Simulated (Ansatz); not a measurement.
Ideal-gas functions of `[SH][Zn][Br]` at 400 K and 1 bar, from an Ansatz frequency run at PBE0-D4/def2-TZVP.

Molar mass 178.37 g/mol, point group Cs (symmetry number 1), electronic degeneracy 1, moments of inertia 1.762, 488.319, 490.081 u Å². Harmonic wavenumbers (cm⁻¹, unscaled): 88, 92, 264, 447, 657, 2702.

Use S(trans) = R[1.5 ln M + 2.5 ln T − 1.1517]; rotational temperatures θ = 24.2544 K / I; S(rot) = R[ln(√π/σ · √(T³/θAθBθC)) + 1.5]; for each mode x = 1.438777 ν̃/T, S = R[x/(eˣ − 1) − ln(1 − e⁻ˣ)] and H = RT x/(eˣ − 1); 1 cm⁻¹ = 0.0119627 kJ/mol; R = 8.31446 J/(mol·K).

Q: By hand: the entropy, in J/(mol·K).

A: Translation 179.6. Rotation: θ = 13.7653, 0.0497, 0.0495 K, giving 106.0. Vibration, mode by mode: 17.91, 17.55, 9.05, 5.21, 2.86, 0.01, in all 52.6. Electronic 0.0. Sum 338.2 J/(mol·K).

Q: By hand: H − E and G − E in kJ/mol, counted from the electronic energy.

A: Zero-point energy ½ × 4250 × 0.0119627 = 25.4; thermal vibration 9.8; translation, rotation and pV give 4 RT = 13.3. H − E = 48.5 kJ/mol, and G − E = 48.5 − 400 × 338.2/1000 = -86.8 kJ/mol.

Vibration gives 16 % of the entropy, 35.5 J/(mol·K) of it from the modes under 150 cm⁻¹: soft modes count most, and the harmonic formula is weakest for them. The sum counts one conformer and one mirror image; others add a mixing term.
